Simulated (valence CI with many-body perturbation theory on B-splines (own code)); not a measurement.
Energy levels of Cr10+

Calculated by valence CI with perturbative core correlation (CI+MBPT): four valence electrons over a frozen Dirac-Fock core [Ne], radial functions for each j: 9 s, 9 p, 8 d, 6 f, 3 g, 1 h, with the one-electron correlation potential Σ1, the two-electron term Σ2, the three-electron term Σ3, Breit, model QED; selected CI, second order for the rest, scaled by the run's own slope (own B-spline code, finite nucleus).

No measured levels were compared; by estimate levels of excited configurations hold to 0.05 to 0.15 % of their energy, terms of the ground configuration to about 0.5 %.

Levels 1 to 36 of 36, with energies above the lowest level, 3s2.3p2 3P_0. "Leading %" is the weight of the configuration and term that name the level; weights of strongly mixed levels are sums over their largest components and can fall short, so below about 35 % the name and the second component can differ from the true leading terms, or belong to a minority configuration. In the jj column 3d3/2^4 stands for four electrons in 3d with j = 3/2.

```csv
No.,Configuration,Term,J,E (cm⁻¹),Leading %,Leading jj,g,Second component
1,3s2.3p2,3P,0,0,94,3s^2 3p1/2^2 (77 %),,
2,3s2.3p2,3P,1,5537,96,3s^2 3p1/2 3p3/2 (96 %),1.501,
3,3s2.3p2,3P,2,12005,92,3s^2 3p1/2 3p3/2 (54 %),1.475,5 % 3s2.3p2 1D
4,3s2.3p2,1D,2,37153,92,3s^2 3p3/2^2 (54 %),1.025,5 % 3s2.3p2 3P
5,3s2.3p2,1S,0,75263,93,3s^2 3p3/2^2 (76 %),,
6,3s.3p3,5S°,2,178130,98,3s 3p1/2 3p3/2^2 (54 %),1.998,
7,3s.3p3,3D°,1,242340,86,3s 3p1/2 3p3/2^2 (38 %),0.519,10 % 3s2.3p.3d 3D°
8,3s.3p3,3D°,2,242450,85,3s 3p1/2 3p3/2^2 (57 %),1.177,10 % 3s2.3p.3d 3D°
9,3s.3p3,3D°,3,243920,88,3s 3p1/2 3p3/2^2 (88 %),1.333,10 % 3s2.3p.3d 3D°
10,3s.3p3,3P°,0,278190,89,3s 3p1/2 3p3/2^2 (89 %),,9 % 3s2.3p.3d 3P°
11,3s.3p3,3P°,1,278520,86,3s 3p1/2 3p3/2^2 (60 %),1.483,9 % 3s2.3p.3d 3P°
12,3s.3p3,3P°,2,278820,82,3s 3p3/2^3 (48 %),1.477,9 % 3s2.3p.3d 3P°
13,3s.3p3,1D°,2,306580,55,3s 3p1/2 3p3/2^2 (41 %),1.014,39 % 3s2.3p.3d 1D°
14,3s.3p3,3S°,1,356900,79,3s 3p1/2 3p3/2^2 (52 %),1.832,15 % 3s.3p3 1P°
15,3s2.3p.3d,3F°,2,368740,96,3s^2 3p1/2 3d3/2 (74 %),0.668,
16,3s.3p3,1P°,1,372990,71,3s 3p3/2^3 (49 %),1.166,16 % 3s.3p3 3S°
17,3s2.3p.3d,3F°,3,373110,97,3s^2 3p1/2 3d5/2 (49 %),1.083,
18,3s2.3p.3d,3F°,4,379420,97,3s^2 3p3/2 3d5/2 (97 %),1.250,
19,3s2.3p.3d,3P°,2,419150,43,3s^2 3p1/2 3d5/2 (60 %),1.253,25 % 3s2.3p.3d 1D°
20,3s2.3p.3d,3P°,1,425540,69,3s^2 3p1/2 3d3/2 (45 %),1.299,17 % 3s2.3p.3d 3D°
21,3s2.3p.3d,3P°,2,427320,33,3s^2 3p3/2 3d5/2 (48 %),1.202,31 % 3s2.3p.3d 1D°
22,3s2.3p.3d,3P°,0,428890,87,3s^2 3p3/2 3d3/2 (87 %),,9 % 3s.3p3 3P°
23,3s2.3p.3d,3D°,1,434370,68,3s^2 3p3/2 3d3/2 (66 %),0.703,17 % 3s2.3p.3d 3P°
24,3s2.3p.3d,3D°,2,436320,74,3s^2 3p3/2 3d3/2 (53 %),1.209,11 % 3s2.3p.3d 3P°
25,3s2.3p.3d,3D°,3,436710,86,3s^2 3p3/2 3d5/2 (57 %),1.331,10 % 3s.3p3 3D°
26,3s2.3p.3d,1F°,3,478930,96,3s^2 3p3/2 3d3/2 (39 %),1.001,
27,3s2.3p.3d,1P°,1,490900,85,3s^2 3p3/2 3d5/2 (58 %),0.997,9 % 3s.3p3 1P°
28,3p4,3P,2,513950,55,3p1/2^2 3p3/2^2 (54 %),1.461,34 % 3s.3p2.3d 3P
29,3p4,3P,1,521900,58,3p1/2 3p3/2^3 (58 %),1.500,38 % 3s.3p2.3d 3P
30,3p4,3P,0,524130,58,3p3/2^4 (32 %),,38 % 3s.3p2.3d 3P
31,3p4,1D,2,532150,60,3p1/2 3p3/2^3 (56 %),1.039,29 % 3s.3p2.3d 1D
32,3s.3p2.3d,5F,1,541490,98,3s 3p1/2 3p3/2 3d3/2 (39 %),0.010,
33,3s.3p2.3d,5F,2,542930,97,3s 3p1/2 3p3/2 3d3/2 (48 %),1.009,
34,3s.3p2.3d,5F,3,545180,97,3s 3p1/2 3p3/2 3d3/2 (43 %),1.257,
35,3s.3p2.3d,5F,4,548310,97,3s 3p1/2 3p3/2 3d5/2 (60 %),1.353,
36,3s.3p2.3d,5F,5,552370,99,3s 3p3/2^2 3d5/2 (60 %),1.399,
```

Names give the largest LS component (configuration and term), which can be under half, so a name can repeat, a term be missing and a line seem to break the LS rules; names also repeat where a configuration has a term twice.

The ionisation energy to 3s2.3p 2P°_1/2 of the next ion comes out as 269.83 eV (NIST: 270.8 ± 0.5 eV (semi-empirical)). All 36 levels together are meant to be complete up to 553400 cm⁻¹.
